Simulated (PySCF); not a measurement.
An unknown shows these calculated signals:

1H NMR (400 MHz, computed): δ 6.52 (m, 2H), 6.08 (m, 2H), 5.76 (m, 1H), 5.55 (m, 1H), 5.50 (m, 1H), 5.40 (m, 1H), 3.39 (m, 1H), 1.08 (br, 3H).

13C{1H} NMR (computed): δ 151.2 (CH), 146.4 (CH), 125.8 (CH2), 123.3 (CH), 49.5 (CH).

[PySCF 2.14.0 with density-fitted response routines: shielding tensors at PBE0/pcSseg-1 (GIAO); PBE0-D3(BJ)/def2-SVP structure; isolated molecule; rapidly exchanging positions averaged; one computed conformer; no relativistic terms]

Shifts are taken against calculated references (same method and geometry level): 1H and 13C vs TMS.

Which of these does the molecule contain: an aldehyde, a vinyl group CH=CH2, a non-aromatic C=C double bond, an OH group, a carboxylic acid?

## Answers


- An aldehyde: no.
- A vinyl group CH=CH2: yes (δC 125.8, 146.4; δH 5.40 (m), 5.50 (m), 5.55 (m)).
- A non-aromatic C=C double bond: yes.
- An OH group: no.
- A carboxylic acid: no.

The data belong to `InChI=1S/C7H12BP/c1-2-7-3-5-9(8)6-4-7/h2-7,9H,1H2,8H3`; they needn't prove each group on their own.

Carbon signals by region: 4 in the sp2 and nitrile region (100–160 ppm), 1 below 50 ppm.

Hydrogens on boron are broadened and split by 11B (spin 3/2, 80 %) and 10B (spin 3). Splittings by 31P in the carbon and heteronuclear signals aren't shown, as no couplings were computed. Shifts are as computed. Against solution values, carbons near 30 ppm lie about +2 ppm off and those near 130 ppm about +5 ppm. Of 1313 compounds with measured shifts, 239 miss one by over three times the rms of a fit or turn the order of signals round; such compounds aren't used in these exercises. Multiplicities follow the n + 1 count of equivalent neighbours, as no J values were calculated; m marks all less simple cases, F and P coupling included.
